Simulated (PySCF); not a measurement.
C3H3NS, SMILES N#C/C=C\S, singlet at its B3LYP/def2-SVP optimised geometry (Å):

```
8

N      2.2109    -0.8862    -0.0002
C      1.0478    -0.9118     0.0000
C     -0.3769    -0.9118     0.0000
C     -1.1201     0.2204     0.0000
S     -0.5978     1.8828     0.0004
H     -0.8790    -1.8828    -0.0002
H     -2.2109     0.1331    -0.0003
H      0.7369     1.6419     0.0012
```

Computed with B3LYP/def2-TZVP in PySCF 2.14.0.

Map of the HOMO amplitude (bohr^(-3/2)) on the plane z = 1.0 Å; orbital energy -7.06 eV, overall sign arbitrary:

```
|=========================|
|=========================|
|=========================|
|=========+++=============|
|========++**++===========|
|=======++*##*++==========|
|=======+*%@@%*+==========|
|=======+*%@@%*+==========|
|=======+*#%%#*+==========|
|========++***++==========|
|=======--================|
|=====---:::--============|
|====---::...:-===++======|
|====---::.  .:-=++++=====|
|====----:.   :-=+**++====|
|=====---:.  .:-=+**++====|
|=====----:..::-=++++=====|
|======----:::--===+======|
|======--------===========|
|=======-------===========|
|=========----============|
|=========================|
|=========================|
|=========================|
|=========================|
```
Scale: ten equal steps from -0.086 (start of ' ') to 0.121 (end of '@'), in the order ' .:-=+*#%@'; x runs from -4.50 to 4.50, y from -4.50 (bottom) to 4.50 (top).
